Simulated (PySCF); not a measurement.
# Correlation energy of Si+ (silicon, charge +1)

[Ne] 3s2 3p1, 2P determinant. All numbers are calculated (PySCF 2.14, no relativity, point nucleus, in aug-cc-pwCVTZ (8s7p5d3f, 75 functions)). Frozen: [Ne]; 3 electrons correlated.

MP2 pair energies summed by pair of shells (mhartree):

```csv
pair,energy,share (%)
3s-3s,-23.34,55.3
3s-3p,-18.86,44.7
```

Total MP2 correlation energy: -42.20 mhartree.

Same-spin part -2.77 and opposite-spin part -39.43 mhartree; SCS-MP2 scales them by 1/3 and 6/5 to -48.24 mhartree.
